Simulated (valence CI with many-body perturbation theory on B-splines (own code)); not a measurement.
Results of a calculation; reference values are marked as such.
Hyperfine factors and g values of Nb²⁸⁺

Level of theory: valence CI with perturbative core correlation (CI+MBPT): three valence electrons over a frozen Dirac-Fock core [Ne], radial functions for each j: 11 s, 11 p, 10 d, 8 f, 5 g, 2 h, with the one-electron correlation potential Σ1 (screened to all orders), the two-electron term Σ2, the three-electron term Σ3, Breit, model QED; selected single and double excitations, second order for the rest, scaled by the run's own slope (own B-spline code, finite nucleus).

No measured spectrum was set against this ion. As an estimate, large intervals hold to a few tenths of a per cent, small ones and those within an open d or f shell to about a per cent.

A/g_I is the dipole constant over the nuclear g factor μ/I (μ in nuclear magnetons, uniformly magnetised nucleus), B/Q the quadrupole constant per barn. Both hold the static response of the core; the bare values leave it out. Large factors of s and p1/2 electrons are usually good to 5 to 10 %; those of open d and f shells near neutrality can be off by tens of per cent, and small factors of p3/2, d and f electrons come from cancelling terms and can be off by a factor of two or in sign, in half-filled shells by more. B is blank for J = 1/2, where it vanishes, and for nearly pure S terms. Energies count from the lowest level.

Names give the largest LS component (configuration and term), which can be under half, so a name can repeat, a term be missing and a line seem to break the LS rules; names also repeat where a configuration has a term twice. Letters in brackets count levels of one name in rising energy.

| Level | E (cm⁻¹) | g | A/g_I (MHz) | A/g_I bare | B/Q (MHz/b) | B/Q bare |
| --- | --- | --- | --- | --- | --- | --- |
| 3s2 3p 2P°_1/2 | 0 | 0.661 | 155000 | 150000 |  |  |
| 3s2 3p 2P°_3/2 | 181970 | 1.331 | 27800 | 27700 | 50400 | 49100 |
| 3s 3p2 4P_1/2 | 517900 | 2.525 | 385000 | 374000 |  |  |
| 3s 3p2 4P_3/2 | 629770 | 1.705 | 127000 | 124000 | 40900 | 39900 |
| 3s 3p2 4P_5/2 | 682220 | 1.466 | 140000 | 136000 | -5380 | -5200 |
| 3s 3p2 2D_3/2 | 772650 | 0.863 | -7580 | -6660 | 52400 | 51200 |
| 3s 3p2 2P_1/2 | 848170 | 1.149 | 3720 | 4270 |  |  |
| 3s 3p2 2D_5/2 | 855250 | 1.326 | 113000 | 109000 | 43500 | 42500 |
| 3s 3p2 2P_3/2 | 1023900 | 1.151 | -21600 | -19500 | -30800 | -29900 |
| 3s 3p2 2S_1/2 | 1030900 | 1.654 | 453000 | 437000 |  |  |
| 3s2 3d 2D_3/2 | 1090900 | 0.935 | -20800 | -19200 | 6530 | 6680 |
| 3s2 3d 2D_5/2 | 1105400 | 1.200 | 24700 | 24600 | 23200 | 23400 |
| 3p3 2D°_3/2 | 1339200 | 1.224 | 15400 | 16200 | 40400 | 39500 |
| 3s 3p 3d 4F°_3/2 | 1434100 | 0.661 | -37200 | -35100 | 9600 | 9760 |
| 3p3 2D°_5/2 | 1437600 | 1.159 | 86000 | 83900 | -18200 | -17400 |
| 3p3 4S°_3/2 | 1469400 | 1.314 | -21000 | -18500 | -3790 | -3560 |
| 3s 3p 3d 4F°_5/2 | 1483500 | 1.086 | 37000 | 36500 | 6330 | 6660 |
| 3s 3p 3d 4F°_7/2 | 1530900 | 1.255 | 81600 | 79700 | 5770 | 6390 |
| 3s 3p 3d 4D°_3/2 | 1556100 | 1.343 | 60700 | 59900 | 9930 | 9790 |
| 3s 3p 3d 4P°_5/2 | 1556500 | 1.452 | 82700 | 81000 | 17000 | 17100 |
| 3s 3p 3d 4D°_1/2 | 1559000 | 0.287 | -157000 | -151000 |  |  |
| 3p3 2P°_1/2 | 1582100 | 0.650 | 124000 | 119000 |  |  |
| 3s 3p 3d 4F°_9/2 | 1642500 | 1.331 | 67900 | 66600 | 61900 | 61100 |
| 3s 3p 3d 2F°_5/2 [a] | 1652800 | 0.936 | 24500 | 24200 | 35400 | 35100 |
| 3s 3p 3d 2D°_3/2 [a] | 1664500 | 1.151 | 4560 | 5440 | -5080 | -4940 |
| 3s 3p 3d 4D°_5/2 | 1685900 | 1.340 | 78700 | 77200 | -4140 | -4220 |
| 3s 3p 3d 4D°_7/2 | 1686500 | 1.385 | 79600 | 78000 | -1680 | -1420 |
| 3s 3p 3d 4P°_1/2 | 1689100 | 2.409 | 261000 | 254000 |  |  |
| 3s 3p 3d 2P°_3/2 [a] | 1693300 | 1.071 | -2030 | -1040 | -15800 | -15100 |
| 3s 3p 3d 4P°_3/2 | 1695300 | 1.533 | 70000 | 69200 | -18800 | -18700 |
| 3s 3p 3d 2D°_5/2 [a] | 1743400 | 1.268 | 97800 | 95000 | -18800 | -18100 |
| 3s 3p 3d 2F°_7/2 [a] | 1812100 | 1.142 | 11500 | 12000 | 61300 | 60700 |
| 3s 3p 3d 2D°_3/2 [b] | 1812600 | 1.065 | 2110 | 2960 | -10100 | -9600 |
| 3s 3p 3d 2F°_7/2 [b] | 1888300 | 1.159 | 54400 | 53200 | 53600 | 53100 |
| 3s 3p 3d 2F°_5/2 [b] | 1892200 | 0.901 | -25200 | -23400 | 45900 | 45500 |
| 3s 3p 3d 2P°_1/2 [a] | 1895400 | 0.644 | -148000 | -142000 |  |  |
| 3s 3p 3d 2P°_1/2 [b] | 1926600 | 0.659 | 62900 | 60800 |  |  |
| 3s 3p 3d 2P°_3/2 [b] | 1949800 | 1.243 | 116000 | 112000 | 10700 | 10900 |
| 3s 3p 3d 2D°_5/2 [b] | 1957500 | 1.148 | -28100 | -26000 | -26000 | -24900 |
| 3s 3p 3d 2P°_3/2 [c] | 1968300 | 1.100 | -1420 | -245 | -38500 | -37600 |

Take the isotope of mass number 93, with I = 9/2, μ = 6.163 μN and Q = -0.32 b. What is the hyperfine structure of 3s 3p2 2P_1/2?

From the table A = 5100 MHz. Shifts from the centre of gravity in MHz: F = 4: -14000, F = 5: 11500.
